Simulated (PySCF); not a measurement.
C3H3NO3S, SMILES N#C/C=C/S(=O)(=O)O.

The structure is a stationary point at PBE0-D3(BJ)/def2-SVP. One conformer was computed; it need not be the lowest.

Computed with PBE0-D3(BJ)/def2-SVP (PySCF).

Frequencies are harmonic and unscaled.

| mode | ν (cm⁻¹) | IR (km/mol) | moving atoms (share of kinetic energy) |
|---|---|---|---|
| 1 | 84 | 2.1 | O 48 %, C 27 %, N 13 %, H 10 % |
| 2 | 125 | 8.2 | N 35 %, O 32 %, C 27 % |
| 3 | 137 | 7.5 | C 47 %, H 23 %, N 21 %, O 8 % |
| 4 | 211 | 71.5 | H 59 %, O 30 %, C 8 % |
| 5 | 251 | 0.3 | O 33 %, C 32 %, N 23 % |
| 6 | 318 | 18.1 | H 32 %, O 31 %, C 28 % |
| 7 | 342 | 17.8 | O 50 %, C 25 %, H 15 % |
| 8 | 430 | 7.2 | O 57 %, H 14 %, C 13 %, S 12 % |
| 9 | 467 | 15.7 | O 53 %, C 27 %, H 9 % |
| 10 | 511 | 17.7 | C 58 %, O 20 %, H 10 % |
| 11 | 542 | 13.3 | C 54 %, O 29 %, S 10 % |
| 12 | 590 | 109.4 | O 37 %, S 31 %, C 23 % |
| 13 | 823 | 66.5 | O 42 %, C 34 %, S 14 %, H 9 % |
| 14 | 849 | 22.3 | C 52 %, H 41 % |
| 15 | 868 | 249.5 | S 35 %, O 26 %, C 24 %, H 15 % |
| 16 | 975 | 43.5 | H 91 %, C 9 % |
| 17 | 1035 | 3.0 | C 60 %, N 20 %, H 19 % |
| 18 | 1113 | 62.9 | H 80 %, O 17 % |
| 19 | 1180 | 71.8 | H 50 %, O 28 %, C 11 %, S 11 % |
| 20 | 1220 | 143.3 | O 44 %, H 30 %, S 16 %, C 10 % |
| 21 | 1285 | 9.0 | H 72 %, C 27 % |
| 22 | 1433 | 204.1 | O 50 %, S 46 % |
| 23 | 1714 | 6.2 | C 93 % |
| 24 | 2398 | 2.1 | C 63 %, N 37 % |
| 25 | 3194 | 15.1 | H 92 %, C 8 % |
| 26 | 3239 | 6.3 | H 91 %, C 9 % |
| 27 | 3812 | 209.7 | H 94 % |
